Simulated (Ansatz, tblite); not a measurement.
Cost and result up the ladder for Ag2Se⁻ (the lowest doublet isomer of a short search) (3 atoms). Total charge -1; doublet. Geometry: r2SCAN-D4/def2-TZVPD.

```xyz
3

Ag    0.7057   -0.0641    1.3566
Ag    0.0186    1.1881   -0.9648
Se   -0.7244   -1.1241   -0.3918
```

Ansatz on 4 threads of Arm Neoverse V2 on a shared host; xTB runs through tblite on one thread. Times are rough, summed over both states, and most runs start from the orbitals of an earlier one. PBE0-D4/def2-TZVPD serves as the yardstick here, not as an exact answer. The other state is a singlet.

In the def2 sets Ag takes a core potential; there is no spin–orbit coupling. The xTB rows come from tblite. The structure comes from a short search, and lower isomers may exist.

Raw xTB energies of ions are shifted by several eV, and xTB has no spin-polarisation term.

```csv
level,functions,vertical IE (eV),difference from PBE0-D4/def2-TZVPD (eV),remarks
GFN2-xTB,27,5.80,4.38,–
PBE-D4/def2-TZVPD,137,1.54,0.12,HOMO above zero (-1 doublet)
r2SCAN-D4/def2-TZVPD (with forces),137,1.53,0.12,HOMO above zero (-1 doublet)
PBE0-D4/def2-TZVPD,137,1.42,0.00,HOMO above zero (-1 doublet)
GFN1-xTB,27,3.90,2.48,–
```

Estimate how long each takes.

GFN1-xTB 0.004 s; GFN2-xTB 0.004 s; PBE-D4/def2-TZVPD 3.5 s; PBE0-D4/def2-TZVPD 5.6 s; r2SCAN-D4/def2-TZVPD (with forces) 7.9 s. On shared hardware such times vary by a factor of up to 3.
